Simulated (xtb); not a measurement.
xtb input:

```bash
xtb mol.xyz --gfn 1 --sp --chrg -1 --uhf 0
```
mol.xyz:
```
8

Br     2.09797720    -1.09284438    -0.34797026
C      0.31394556    -0.22045958    -0.07405526
C      0.23722658     1.03941816     0.40980417
Se    -1.65015608     1.32039931     0.45166741
C     -2.00624009    -0.41482562    -0.23105694
C     -0.81459481    -1.03506135    -0.42851120
H     -2.99133623    -0.81596647    -0.42076727
H     -0.71458251    -2.04248660    -0.81405008
```

Which total energy does the run end on?

-16.87615 Eh (GFN1-xTB).

It need not be the lowest isomer of its formula. Whether it binds its extra electron was not tested at this geometry.
